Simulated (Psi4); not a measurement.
CF4, charge +1, doublet, geometry from GFN2-xTB (a state made from the parent by changing its charge; the spin is typed, not shown lowest); BLYP/cc-pVDZ in Psi4.

Input for Psi4:
```
memory 2 GB

molecule {
1 2
F     0.01244044   -1.03918526   -0.82138004
C    -0.00000000    0.00000000    0.00000000
F    -0.17290567    1.13627641   -0.65856320
F    -1.00801634   -0.07122209    0.85647908
F     1.16848156   -0.02586906    0.62346417
}

set {
  basis cc-pvdz
  reference uks
  scf_type pk
  puream true
  d_convergence 1e-8
  dft_radial_points 99
  dft_spherical_points 590
}

energy('blyp')
print_variables()
```

It wrote (shortened):

```
   => Loading Basis Set <=

    Name: CC-PVDZ
    Role: ORBITAL
    Keyword: BASIS

         ---------------------------------------------------------
                                   SCF
               by Justin Turney, Rob Parrish, Andy Simmonett
                          and Daniel G. A. Smith
                              UKS Reference
         ---------------------------------------------------------

  ==> Geometry <==

    Molecular point group: c2
    Full point group: D2

    Geometry (in Angstrom), charge = 1, multiplicity = 2:

       Center              X                  Y                   Z               Mass
    ------------   -----------------  -----------------  -----------------  -----------------
         F            0.100908470386    -1.090041960653    -0.745890036544    18.998403162730
         C           -0.000000000000     0.000000000000    -0.000000001910    12.000000000000
         F           -0.100908470386     1.090041960653    -0.745890036544    18.998403162730
         F           -1.094466800205    -0.022724696443     0.745890037147    18.998403162730
         F            1.094466800205     0.022724696443     0.745890037147    18.998403162730

  Running in c2 symmetry.

  Rotational constants: A =      0.19936  B =      0.18511  C =      0.18511 [cm^-1]
  Rotational constants: A =   5976.68684  B =   5549.42177  C =   5549.42177 [MHz]
  Nuclear repulsion =  205.233093680988929

  Charge       = 1
  Multiplicity = 2
  Electrons    = 41
  Nalpha       = 21
  Nbeta        = 20

  ==> Algorithm <==

  SCF Algorithm Type is PK.
  DIIS enabled.
  MOM disabled.
  Fractional occupation disabled.
  Guess Type is SAD.
  Energy threshold   = 1.00e-06
  Density threshold  = 1.00e-08
  Integral threshold = 1.00e-12

  ==> Primary Basis <==

  Basis Set: CC-PVDZ
    Blend: CC-PVDZ
    Number of shells: 30
    Number of basis functions: 70
    Number of Cartesian functions: 75
    Spherical Harmonics?: true
    Max angular momentum: 2

  ==> DFT Potential <==

   => LibXC <=

    Version 7.1.2
    S. Lehtola, C. Steigemann, M. J. T. Oliveira, and M. A. L. Marques,  SoftwareX 7, 1–5 (2018) (10.1016/j.softx.2017.11.002)

   => Composite Functional: BLYP <=

    BLYP GGA Exchange-Correlation Functional

    P.J. Stephens et. al., J. Phys. Chem., 98, 11623-11627, 1994
    B. Miehlich et. al., Chem. Phys. Lett., 157(3), 200-206 1989

    Deriv               =              1
    GGA                 =           TRUE
[...]
      Ntotal   =   40.9999995556 ; deviation = -4.444e-07

   @Spin Contamination Metric:   1.383364655E-03
   @S^2 Expected:                7.500000000E-01
   @S^2 Observed:                7.513833647E-01
   @S   Expected:                5.000000000E-01
   @S   Observed:                5.000000000E-01

    Orbital Energies [Eh]
    ---------------------

    Alpha Occupied:

[...]
    Alpha Virtual:

[...]
      36A      3.705381

    Beta Occupied:

[...]
    Beta Virtual:

[...]
    Final Occupation by Irrep:
              A     B
    DOCC [    11,    9 ]
    SOCC [     0,    1 ]
    NA   [    11,   10 ]
    NB   [    11,    9 ]

  @UKS Final Energy:  -436.94701398273742

   => Energetics <=

    Nuclear Repulsion Energy =            205.2330936809889295
    One-Electron Energy =               -1001.7105922613795883
    Two-Electron Energy =                 406.3010571106954103
    DFT Exchange-Correlation Energy =     -46.7705725130422536
    Empirical Dispersion Energy =           0.0000000000000000
    VV10 Nonlocal Energy =                  0.0000000000000000
    Total Energy =                       -436.9470139827374169

  UHF NO Occupations:
  HONO-2 :   11  A 1.9997762
  HONO-1 :    9  B 1.9997528
  HONO-0 :   10  B 1.0000000
  LUNO+0 :   11  B 0.0002472
  LUNO+1 :   12  A 0.0002238
  LUNO+2 :   13  A 0.0000932
  LUNO+3 :   12  B 0.0000244

Computation Completed

Properties will be evaluated at   0.000000,   0.000000,   0.000000 [a0]

Properties computed using the SCF density matrix

 Multipole Moments:

 ------------------------------------------------------------------------------------
     Multipole            Electronic (a.u.)      Nuclear  (a.u.)        Total (a.u.)
 ------------------------------------------------------------------------------------

 L = 1.  Multiply by 2.5417464519 to convert [e a0] to [Debye]
 Dipole X            :          0.0000000            0.0000000            0.0000000
 Dipole Y            :          0.0000000            0.0000000            0.0000000
 Dipole Z            :          0.0000000           -0.0000000           -0.0000000
 Magnitude           :                                                    0.0000000

 ------------------------------------------------------------------------------------

  Variable Map:
  ----------------------------------------------------------------------------
[...]
  Array Variable Map:
  ----------------------------------------------------------------------------
[...]
[...]
```
